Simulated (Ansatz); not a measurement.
Molecule: C2H8BN2, charge 0, multiplicity 2. It need not be the lowest isomer of its formula. SMILES: C[CH]B(N)N
Structure (B3LYP-D3(BJ)/def2-TZVP (Ansatz, a program for electronic structure) minimum search):
```
B
N 1 1.4236
H 2 1.0031 1 122.75
H 2 1.0047 3 113.31 1 -179.92
N 1 1.4246 2 120.23 3 -179.93
H 5 1.0037 1 122.14 2 -179.95
H 5 1.0049 6 113.50 1 -179.96
C 1 1.5432 2 120.83 3 0.08
H 8 1.0885 1 118.88 2 -179.89
C 8 1.4888 9 114.43 1 -179.97
H 10 1.0917 8 113.08 9 -179.77
H 10 1.0976 11 107.25 8 -123.44
H 10 1.0977 11 107.25 12 -113.13
```
Charge 0, spin multiplicity 2.

Wanted: atomisation energy (electronic, to ground-state atoms); the coupled-cluster value holds the core correlation from cc-pwCVTZ, in kcal/mol. Valence correlation only, unless marked. Open shells are spin-unrestricted. Spin-orbit coupling is left out. No relativistic terms. CBS marks a two-point X^-3 extrapolation of the correlation energy; Hartree-Fock from the larger set.

Level to compare with: CCSD(T)/CBS(cc-pVTZ,cc-pVQZ) plus the core term (Ansatz), 1203.3 kcal/mol. It is a level with limits of its own, and the differences hold the functionals' basis error too.

### Question
Rank these functionals by how close they come to CCSD(T)/CBS(cc-pVTZ,cc-pVQZ), closest first: PBE0/def2-TZVPD (Ansatz); CAM-B3LYP/def2-TZVPD (Ansatz); revPBE/def2-TZVPD (Ansatz).

### Answer
PBE0/def2-TZVPD (global hybrid, 1207.8 kcal/mol, difference 4.5), CAM-B3LYP/def2-TZVPD (range-separated hybrid, 1211.6 kcal/mol, difference 8.3), revPBE/def2-TZVPD (GGA, 1186.0 kcal/mol, difference -17.3)
